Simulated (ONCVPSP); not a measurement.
Logarithmic derivatives: Ho, ONCV

Ho (Z = 67), optimised norm-conserving Vanderbilt (ONCV), made with ONCVPSP 4.0.1 (PBE, scalar-relativistic). Core [Kr] 4d10, reference 4f10 5s2 5p6 5d1 6s2. Waves: 5s+6s: rc 1.70 bohr, ncon 5, nbas 9, qcut 5.6 1/bohr, 2 projectors; 5p: rc 2.25 bohr, ncon 4, nbas 8, qcut 7.1 1/bohr, 2 projectors, debl 0.5 Ha; 5d: rc 3.60 bohr, ncon 4, nbas 9, qcut 5.2 1/bohr, 2 projectors, debl 2.9 Ha; 4f: rc 0.85 bohr, ncon 3, nbas 8, qcut 19.8 1/bohr, 2 projectors, debl 2.9 Ha. Local part: polynomial inside 0.55 bohr (lpopt 4, dvloc0 6 Ha). Core correction: Teter function, fcfact 4.75, rcfact 1.15.

In the p channel the program set the typed energies aside and used -1.071, 0.250 Ha.

The phase is arctan(r·R′/R) of the radial function R(r), unwrapped; energies in Ha, scanned from -3 to 5 Ha. A pole is an energy at which the radial function vanishes at the test radius. The pseudo phase is shifted by a multiple of π to meet the all-electron one at the reference energy, and phase errors are pseudo minus all-electron; the curves can meet again beyond the range given. Levels narrower than the energy grid can be missing from the lists of poles. Where the grid stepped over a known ghost or core level, its pole and its step of π were put in at the level’s energy.

Q: For each channel, where are the poles, and over which energies does the pseudopotential scatter like the atom?

A:

| channel | radius (bohr) | reference energy (Ha) | poles, all-electron | poles, pseudo | unbroken range about the reference energy with phases within 0.05 rad | phase error 1 Ha above the reference energy (rad) |
| --- | --- | --- | --- | --- | --- | --- |
| s | 1.73 | -0.16 | -1.13 | -1.13 | the whole range | -0.000 |
| p | 2.29 | -1.07 | -0.78, 4.01 | -0.78, 3.96 | the whole range | -0.000 |
| d | 3.65 | -0.08 | 0.06, 1.59, 4.14 | -2.22, 0.06, 1.61, 4.21 | -2.2 to 0.5 | +0.017 |
| f | 0.86 | -0.34 | 2.71 | 2.71 | the whole range | -0.000 |

Note: ghosts flagged at negative energy: s at -603.4 eV, p at -227.3 eV, d at -60.4 eV; GHOST(+) flagged for s at 236.2 eV. A true bound ghost makes a file unfit for plane-wave use.

Phases in the p channel:

```tsv
E (Ha)	all-electron	pseudo
-2.98	1.306	1.306
-2.76	1.285	1.285
-2.54	1.257	1.257
-2.32	1.220	1.220
-2.10	1.163	1.163
-1.88	1.069	1.069
-1.66	0.869	0.869
-1.44	0.255	0.255
-1.22	-0.933	-0.933
-1.00	-1.397	-1.397
-0.78	-1.571	-1.571
-0.56	-1.670	-1.670
-0.34	-1.746	-1.746
-0.12	-1.817	-1.817
0.10	-1.898	-1.898
0.32	-2.002	-2.002
0.54	-2.159	-2.159
0.76	-2.426	-2.426
0.98	-2.900	-2.900
1.20	-3.517	-3.518
1.42	-3.963	-3.964
1.64	-4.209	-4.211
1.86	-4.352	-4.353
2.08	-4.442	-4.444
2.30	-4.505	-4.506
2.52	-4.551	-4.553
2.74	-4.587	-4.589
2.96	-4.617	-4.619
3.18	-4.641	-4.643
3.40	-4.663	-4.665
3.62	-4.682	-4.685
3.84	-4.699	-4.703
4.06	-4.716	-4.721
4.28	-4.732	-4.738
4.50	-4.749	-4.756
4.72	-4.765	-4.775
4.94	-4.783	-4.796
```
